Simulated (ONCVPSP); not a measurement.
Building the ONCV potential for technetium (Tc) (PBEsol, scalar-relativistic).

The input file (ONCVPSP 4.0.1):

```
# ATOM AND REFERENCE CONFIGURATION
# atsym  z   nc   nv     iexc    psfile
  Tc 43.00    6    4  -116133      upf
#
#   n    l    f
    1    0    2.00
    2    0    2.00
    2    1    6.00
    3    0    2.00
    3    1    6.00
    3    2   10.00
    4    0    2.00
    4    1    6.00
    4    2    5.00
    5    0    1.50
#
# PSEUDOPOTENTIAL AND OPTIMIZATION
# lmax
    2
#
#   l,   rc,      ep,       ncon, nbas, qcut
    0    2.00    0.00    4    9    4.50
    1    1.20    0.00    3    6    6.90
    2    1.40    0.00    3    6    8.00
#
# LOCAL POTENTIAL
# lloc, lpopt,  rc(5),   dvloc0
    4    1    0.95    0.00
#
# VANDERBILT-KLEINMAN-BYLANDER PROJECTORs
# l, nproj, debl
    0    2    3.00
    1    2    0.70
    2    2    1.30
#
# MODEL CORE CHARGE
# icmod, fcfact, rcfact
    3    5.25    1.30
#
# LOG DERIVATIVE ANALYSIS
# epsh1, epsh2, depsh
   -4.00    5.00    0.02
#
# OUTPUT GRID
# rlmax, drl
    6.00    0.01
#
# TEST CONFIGURATIONS
# ncnf
    4
# nvcnf
#   n    l    f
    4
    4    0    2.00
    4    1    6.00
    4    2    5.00
    5    0    2.00
#
    4
    4    0    2.00
    4    1    6.00
    4    2    5.00
    5    0    1.00
#
    4
    4    0    2.00
    4    1    6.00
    4    2    5.00
    5    0    0.00
#
    4
    4    0    2.00
    4    1    6.00
    4    2    6.00
    5    0    1.00
#
```

Command:

```bash
oncvpsp.x < Tc.dat > Tc.out
```

Output (shortened: citation, most of the input echo, consistency checks and plot data are left out):

```
ONCVPSP  (Optimized Norm-Conservinng Vanderbilt PSeudopotential)
scalar-relativistic version 4.0.1

#   n    l    f        energy (Ha)
    1    0    2.00    -7.6657740E+02
    2    0    2.00    -1.0949005E+02
    2    1    6.00    -9.8025823E+01
    3    0    2.00    -1.9172058E+01
    3    1    6.00    -1.5409543E+01
    3    2   10.00    -9.3159512E+00
    4    0    2.00    -2.8280689E+00
    4    1    6.00    -1.7988115E+00
    4    2    5.00    -3.7700845E-01
    5    0    1.50    -3.0019113E-01

Reference configufation results
  iterations    21
  all-electron total energy (Ha)   -4.28322174D+03

Begin loop to  construct optimized pseudo wave functions
and semi-local pseudopoentials for all angular momenta

Calculating optimized projector #   1

 for l=   0

    Fraction of norm inside rc  0.984087
    Optimizing pswf for qcut=   4.50 a_B^-1,  ecut=  10.14 Ha
    Residual kinetic energy error=  2.01D-05 Ha

    Energy error per electron        Cutoff
         Ha          eV             Ha
         0.01000     0.27211        5.12
         0.00100     0.02721        6.71
         0.00010     0.00272        8.21
         0.00001     0.00027       32.95

Calculating optimized projector #   2

 for l=   0

    Fraction of norm inside rc  0.126048
    Optimizing pswf for qcut=   4.50 a_B^-1,  ecut=  10.14 Ha
    Residual kinetic energy error=  2.00D-04 Ha

    Energy error per electron        Cutoff
         Ha          eV             Ha
         0.01000     0.27211        4.15
         0.00100     0.02721        5.77
         0.00010     0.00272       17.11
         0.00001     0.00027       70.20

WARNING wellstate: negative energy specified for n= 5 l=  1
WARNING scattering state with energy  0.25000000
WARNING will be used for the first projector

   Wellstate for l =  1  n =  5
     eigenvalue =   0.2500
     asymptotic potential =   0.7500
     half-point radius =  2.9500

Calculating optimized projector #   1

 for l=   1

    Fraction of norm inside rc  0.571492
    Optimizing pswf for qcut=   6.90 a_B^-1,  ecut=  23.84 Ha
    Residual kinetic energy error=  2.14D-03 Ha

    Energy error per electron        Cutoff
         Ha          eV             Ha
         0.01000     0.27211       15.16
         0.00100     0.02721       39.64
         0.00010     0.00272       84.80

Calculating optimized projector #   2

 for l=   1

    Fraction of norm inside rc  0.078155
    Optimizing pswf for qcut=   6.90 a_B^-1,  ecut=  23.84 Ha
    Residual kinetic energy error=  7.67D-04 Ha

    Energy error per electron        Cutoff
         Ha          eV             Ha
         0.01000     0.27211        9.18
         0.00100     0.02721       22.76
         0.00010     0.00272       47.55
         0.00001     0.00027      117.62

   Wellstate for l =  2  n =  5
     eigenvalue =   0.9230
     asymptotic potential =   1.4230
     half-point radius =  3.1381

Calculating optimized projector #   1

 for l=   2

    Fraction of norm inside rc  0.408719
    Optimizing pswf for qcut=   8.00 a_B^-1,  ecut=  32.00 Ha
    Residual kinetic energy error=  1.07D-05 Ha

    Energy error per electron        Cutoff
         Ha          eV             Ha
         0.01000     0.27211       17.39
         0.00100     0.02721       23.11
         0.00010     0.00272       27.85
         0.00001     0.00027       32.51

Calculating optimized projector #   2

 for l=   2

    Fraction of norm inside rc  0.149673
    Optimizing pswf for qcut=   8.00 a_B^-1,  ecut=  32.00 Ha
    Residual kinetic energy error=  1.96D-05 Ha

    Energy error per electron        Cutoff
         Ha          eV             Ha
         0.01000     0.27211       17.33
         0.00100     0.02721       23.48
         0.00010     0.00272       28.77
         0.00001     0.00027       34.09

Construct Vanderbilt / Kleinmman-Bylander projectors

B matrix Hermiticity error, ll=   0
   1   2    2.6049E-04

  Orthonormal projector coefficients  1.0094E+01  1.5273E+00

B matrix Hermiticity error, ll=   1
   1   2    2.6935E-04

  Orthonormal projector coefficients  1.0093E+01  2.1593E+00

B matrix Hermiticity error, ll=   2
   1   2    1.3888E-04

  Orthonormal projector coefficients  3.5593E+00  5.5138E-01

Model core correction analysis
  based on d2Exc/dn_idn_j

d2excae - all-electron derivatives

   -3.375451D-02   -3.017062D-02   -1.762586D-02   -2.261298D-03
   -3.017086D-02   -2.841344D-02   -1.893577D-02   -2.864987D-03
   -1.762615D-02   -1.893589D-02   -1.949077D-02   -1.053557D-02
   -2.261226D-03   -2.864645D-03   -1.053195D-02   -3.050303D-02

d2excps - pseudofunction derivatives with no core correction

   -4.971095D-02   -3.315315D-02   -1.795158D-02   -4.060690D-03
   -3.315363D-02   -3.189287D-02   -2.071562D-02   -3.071312D-03
   -1.795166D-02   -2.071580D-02   -2.035965D-02   -1.055899D-02
   -4.062175D-03   -3.070986D-03   -1.055538D-02   -3.067769D-02

rms 2nd derivative error    4.318620E-03

rmatch, rhocmatch    0.7224   13.4879

Teter function model core charge with specified parameters

d2excps - pseudofunction derivatives with core correction

   -3.159450D-02   -2.673897D-02   -1.578271D-02   -2.337709D-03
   -2.673882D-02   -2.870359D-02   -1.957956D-02   -2.520887D-03
   -1.578273D-02   -1.957970D-02   -1.997562D-02   -1.037491D-02
   -2.337606D-03   -2.520523D-03   -1.037129D-02   -3.050986D-02

rms 2nd derivative error    1.509648E-03

Pseudoatom total energy  -81.238735

Diagnostic tests using Vanderbilt-Kleinman-Bylander pseudopotentials
  1 or more projectors used as specified by nproj input data

   l    rcore       rmatch      e in        delta e   norm test  slope test

   0   2.0092347   2.0702395  -2.8280689   0.0000016   1.0001572   1.0001381
   0   2.0092347   2.0702395  -0.3001911   0.0000013   1.0000247   1.0000194

   1   1.2011696   1.2376397  -1.7988115   0.0000876   1.0001434   1.0003163
   1   1.2011696   1.2376397   0.2500000   0.0001428   1.0003997   1.0003997

   2   1.4033042   1.4459116  -0.3770085  -0.0000021   1.0000712   1.0000176
   2   1.4033042   1.4459116   0.9229916   0.0000107   1.0002478   1.0002478

 Testing for bound ghosts
   n   l    E NL Schr. Eq   E Basis Diag.   E Cutoff

   1   0       -2.828067       -2.828067     87.16
   2   0       -0.300190       -0.284593     87.16

   2   1       -1.798724       -1.797587    106.68

   3   2       -0.377011       -0.363135     93.02

 Testing for highly-localized positive-energy ghosts
       l    <radius>/rc     E Basis Diag.   E Cutoff

       0        0.758668        2.266819     87.16  WARNING - GHOST(+)

Test configuration 0

   n   l     f        eae           eps        diff
   1   0  2.0000 -766.57739791
   2   0  2.0000 -109.49005273
   2   1  6.0000  -98.02582331
   3   0  2.0000  -19.17205804
   3   1  6.0000  -15.40954302
   3   2 10.0000   -9.31595124
   4   0  2.0000   -2.82806888   -2.82806727    1.62D-06
   4   1  6.0000   -1.79881155   -1.79872400    8.76D-05
   4   2  5.0000   -0.37700845   -0.37701055   -2.10D-06
   5   0  1.5000   -0.30019113   -0.30018986    1.28D-06

    Total energies and differences
      AE_ref= -4.28322174D+03  AE_tst= -4.28322174D+03  dif=  0.00D+00
      PS_ref= -8.12387346D+01  PS_tst= -8.12387346D+01  dif= -4.26D-14
      PSP excitation error=  4.26D-14

Test configuration 1

   n   l     f        eae           eps        diff
   1   0  2.0000 -766.44335260
   2   0  2.0000 -109.35741242
   2   1  6.0000  -97.89309351
   3   0  2.0000  -19.03907453
   3   1  6.0000  -15.27656580
   3   2 10.0000   -9.18308185
   4   0  2.0000   -2.69432318   -2.69373247    5.91D-04
   4   1  6.0000   -1.66476089   -1.66455351    2.07D-04
   4   2  5.0000   -0.24514191   -0.24519598   -5.41D-05
   5   0  2.0000   -0.18674847   -0.18671923    2.92D-05

    Total energies and differences
      AE_ref= -4.28322174D+03  AE_tst= -4.28334315D+03  dif= -1.21D-01
      PS_ref= -8.12387346D+01  PS_tst= -8.13601511D+01  dif= -1.21D-01
      PSP excitation error=  1.23D-05

Test configuration 2

   n   l     f        eae           eps        diff
   1   0  2.0000 -766.72302414
   2   0  2.0000 -109.63392565
   2   1  6.0000  -98.16980861
   3   0  2.0000  -19.31625936
   3   1  6.0000  -15.55373531
   3   2 10.0000   -9.46001777
   4   0  2.0000   -2.97282263   -2.97367001   -8.47D-04
   4   1  6.0000   -1.94378563   -1.94388620   -1.01D-04
   4   2  5.0000   -0.51876032   -0.51872194    3.84D-05
   5   0  1.0000   -0.42007012   -0.42014259   -7.25D-05

    Total energies and differences
      AE_ref= -4.28322174D+03  AE_tst= -4.28304194D+03  dif=  1.80D-01
      PS_ref= -8.12387346D+01  PS_tst= -8.10588840D+01  dif=  1.80D-01
      PSP excitation error= -4.51D-05

Test configuration 3

   n   l     f        eae           eps        diff
   1   0  2.0000 -767.04442633
   2   0  2.0000 -109.95079525
   2   1  6.0000  -98.48696843
   3   0  2.0000  -19.63370695
   3   1  6.0000  -15.87115593
   3   2 10.0000   -9.77713789
   4   0  2.0000   -3.29052546   -3.29402558   -3.50D-03
   4   1  6.0000   -2.26147630   -2.26226218   -7.86D-04
   4   2  5.0000   -0.82656679   -0.82655677    1.00D-05

    Total energies and differences
      AE_ref= -4.28322174D+03  AE_tst= -4.28249655D+03  dif=  7.25D-01
      PS_ref= -8.12387346D+01  PS_tst= -8.05131817D+01  dif=  7.26D-01
      PSP excitation error= -3.57D-04

Test configuration 4

   n   l     f        eae           eps        diff
   1   0  2.0000 -766.32851497
   2   0  2.0000 -109.23473285
   2   1  6.0000  -97.77096990
   3   0  2.0000  -18.91863410
   3   1  6.0000  -15.15610494
   3   2 10.0000   -9.06197710
   4   0  2.0000   -2.58273541   -2.58442358   -1.69D-03
   4   1  6.0000   -1.55856687   -1.55897270   -4.06D-04
   4   2  6.0000   -0.16497196   -0.16487926    9.27D-05
   5   0  1.0000   -0.15440371   -0.15451282   -1.09D-04

    Total energies and differences
      AE_ref= -4.28322174D+03  AE_tst= -4.28337679D+03  dif= -1.55D-01
      PS_ref= -8.12387346D+01  PS_tst= -8.13936615D+01  dif= -1.55D-01
      PSP excitation error= -1.23D-04
```

The run took about 4.5 s on one core of a shared server CPU.
